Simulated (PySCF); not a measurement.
Numbering as in the mapped SMILES `[NH2:1][SiH2:2][n:3]1[cH:4][cH:5][cH:6][cH:7]1`. Each H is labelled by its parent atom.

Non-relativistic Hamiltonian, in vacuum, averaged over atoms made equivalent by symmetry, fast rotation or ring inversion, a single conformation. Coordinates at the GFN2-xTB level; shielding tensors at PBE0/pcSseg-1 (GIAO); PySCF.

Referencing at the same level of theory: $^{13}$C, $^{1}$H, $^{29}$Si against TMS; NH3 for $^{15}$N.

```csv
atoms,nucleus,count,δ (ppm)
Si2,$^{29}$Si,1,?
H(Si2),$^{1}$H,2,5.56
N1,$^{15}$N,1,?
H(C4)/H(C7),$^{1}$H,2,6.93
C5/C6,$^{13}$C,2,117.6
H(N1),$^{1}$H,2,0.45
C4/C7,$^{13}$C,2,?
N3,$^{15}$N,1,175.2
H(C5)/H(C6),$^{1}$H,2,6.64
```

Q: Estimate the values marked ?.

A: 
- C4/C7: 125.8 ppm, aromatic CH next to a ring nitrogen
- N1: 11.8 ppm, nitrogen bonded to Si, 2 H
- Si2: -33.0 ppm, silicon bonded to 2 N, 2 H

OH/NH shifts are gas-phase values; hydrogen bonding in solution moves them, usually downfield. Shifts are as computed. Against solution values, carbons near 30 ppm lie about +3 ppm off and those near 130 ppm about +5 ppm. Of 1211 compounds with measured shifts, 218 miss one by over three times the rms of a fit or turn the order of signals round; such compounds aren't used in these exercises. Experimental scales use liquid or dissolved standards, which lie at an offset from isolated NH3 (liquid NH3: subtract about 20 ppm). Unscaled 15N shifts of sp2 nitrogen come out 20 to 40 ppm too high even then.
